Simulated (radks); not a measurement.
The gallium ion Ga+ inside a hard spherical wall (all orbitals vanish at R), configuration held at [Ar] 3d10 4s2 and not refilled when levels cross. Method: scalar-relativistic Kohn-Sham, PBE, spin-polarised, spherical densities, finite nucleus; Fermi nuclear charge, rms radius 3.9973 fm; computed with a radial shooting solver on a logarithmic mesh with Libxc functionals. Eigenvalues in eV for spin up, with the zero of energy where the potential of the charges vanishes at infinity; a dash marks a level that is unbound or too diffuse for the functional's potential to be trusted. A positive occupied level is held by the wall or, in an anion where self-interaction has pushed it up, behind a barrier. The pressure on the wall is -dE/dV.

R (bohr) = free: E (hartree) -1943.71818; kinetic (hartree) 1976.763; e(3s) -156.41; e(3p) -107.14; e(3d) -27.423; e(4s) -16.332; e(4p, empty) -9.068; e(5s, empty) -; pressure (GPa) 0
R (bohr) = 20: E (hartree) -1943.71818; kinetic (hartree) 1976.763; e(3s) -156.41; e(3p) -107.14; e(3d) -27.423; e(4s) -16.332; e(4p, empty) -9.068; e(5s, empty) -; pressure (GPa) < 0.0001
R (bohr) = 10: E (hartree) -1943.71817; kinetic (hartree) 1976.763; e(3s) -156.40; e(3p) -107.14; e(3d) -27.422; e(4s) -16.332; e(4p, empty) -9.066; e(5s, empty) -3.589; pressure (GPa) < 0.0001
R (bohr) = 7: E (hartree) -1943.71763; kinetic (hartree) 1976.770; e(3s) -156.37; e(3p) -107.11; e(3d) -27.391; e(4s) -16.303; e(4p, empty) -8.958; e(5s, empty) -1.392; pressure (GPa) 0.0483
R (bohr) = 5: E (hartree) -1943.69853; kinetic (hartree) 1976.912; e(3s) -155.82; e(3p) -106.56; e(3d) -26.850; e(4s) -15.712; e(4p, empty) -7.719; e(5s, empty) 7.515; pressure (GPa) 3.17
R (bohr) = 4: E (hartree) -1943.61027; kinetic (hartree) 1977.389; e(3s) -154.38; e(3p) -105.13; e(3d) -25.466; e(4s) -13.784; e(4p, empty) -4.586; e(5s, empty) 22.639; pressure (GPa) 26.8
R (bohr) = 3.5: E (hartree) -1943.46400; kinetic (hartree) 1978.054; e(3s) -152.73; e(3p) -103.49; e(3d) -23.882; e(4s) -11.144; e(4p, empty) -0.771; e(5s, empty) 38.282; pressure (GPa) 84.3
R (bohr) = 3: E (hartree) -1943.10036; kinetic (hartree) 1979.539; e(3s) -149.65; e(3p) -100.44; e(3d) -20.894; e(4s) -5.452; e(4p, empty) 6.821; e(5s, empty) 66.140; pressure (GPa) 294
R (bohr) = 2.5: E (hartree) -1942.11233; kinetic (hartree) 1983.241; e(3s) -143.45; e(3p) -94.352; e(3d) -14.736; e(4s) 7.902; e(4p, empty) 23.334; e(5s, empty) 120.08; pressure (GPa) 1210
R (bohr) = 2: E (hartree) -1938.99097; kinetic (hartree) 1994.211; e(3s) -129.80; e(3p) -80.816; e(3d) -0.243; e(4s) 43.732; e(4p, empty) 64.375; e(5s, empty) 237.92; pressure (GPa) 6480
